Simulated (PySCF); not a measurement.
How methods differ on the excitation energy of Ar²⁺

Ar²⁺ [Ne] 3s2 3p4 (3P) → Ar²⁺ [Ne] 3s1 3p5 (3P), as a difference of total energies. All numbers are calculated (PySCF 2.14, the spin-free X2C one-electron Hamiltonian (Gaussian nucleus), in x2c-QZVPPall (9s6p4d2f1g, 70 functions)). Correlated levels: valence: [Ne] frozen; valence and next inner shell: 1s2 frozen. The calculations carry no spin-orbit coupling.

| method | excitation energy (eV) |
| --- | --- |
| UHF | 17.312 |
| LDA | 14.825 |
| PBE | 14.922 |
| PBE0 | 15.545 |
| r2SCAN | 15.291 |
| wB97X-V | 15.606 |
| TPSSh | 15.415 |
| PBEsol | 14.866 |
| M06 | 15.489 |
| ROHF | 17.217 |
| MP2 (valence) | 15.764 |
| SCS-MP2 (valence) | 15.569 |
| MP2 (valence and next inner shell) | 15.729 |
| SCS-MP2 (valence and next inner shell) | 15.538 |

Task: How much does correlation contribute at MP2 (valence and next inner shell)?

Result: 15.729 − (17.312) = -1.583 eV, measured against UHF.
